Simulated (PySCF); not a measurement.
# Two-component Hartree-Fock for Pm⁺ (promethium, charge +1)

Start: [Xe] 4f4 6s1 7s1; 4f7/2 filled at m_j = +1/2, +3/2, +5/2, +7/2; 6s1/2 filled at m_j = +1/2; 7s1/2 filled at m_j = +1/2. Calculated with PySCF 2.14 in x2c-TZVPall-2c with one added diffuse shell each of s, p, d, f type (12s12p11d5f1g, 147 functions): generalised Hartree-Fock with the X2C-1e Hamiltonian and a Gaussian nucleus; spin-orbit coupling (SO) screened by Boettger's factors. This is a chosen level, not necessarily the ground level.

```csv
spinor shell,electrons,"ε, screened SO (eV)",weight of nominal j (screened SO),"rms radius, screened SO (bohr)"
1s1/2,2,-45419.1,1.000,0.0264
2s1/2,2,-7515.2,1.000,0.107
2p1/2,2,-7102.4,1.000,0.0918
3s1/2,2,-1702.9,1.000,0.277
3p1/2,2,-1524.8,1.000,0.269
3p3/2,4,-1408.8,1.000,0.282
3d3/2,4,-1102.5,0.998,0.253
3d5/2,6,-1078.0,0.998,0.257
4s1/2,2,-375.60,1.000,0.629
4p1/2,2,-305.38,0.987,0.649
4p3/2,4,-279.96,0.994,0.676
4d5/2,6,-158.69,0.848,0.742
4d3/2,4,-161.68,0.772,0.735
5s1/2,2,-67.979,1.000,1.51
5p1/2,2,-46.003,0.953,1.69
5p3/2,4,-42.037,0.976,1.77
4f7/2,4,-32.102,0.721,1.01
6s1/2,1,-14.211,0.999,3.89
7s1/2,1,-5.312,1.000,8.40
```

Question: Where does 2p3/2 lie, and what is the 2p spin-orbit splitting (screened SO)?

Answer: At -6538.1 eV, 564.31 eV above 2p1/2.

```csv
quantity,screened SO
E (hartree),-10018.65791
M_J,9
⟨J²⟩,90.010
⟨L²⟩,42.445
⟨S²⟩,11.889
```

Each row is a mean over spinors that exchange with the open shell spreads, by up to 14.242 eV (4d5/2).

Rows whose weight is well below 1 are mixtures of j = l ± 1/2: exchange outweighs spin-orbit coupling there, and the label is only the starting occupation.

Breit and QED terms are absent; they matter most for the inner s and p1/2 levels.

Densities and radii are taken from the X2C orbitals without a picture-change correction, which distorts them close to the nucleus.
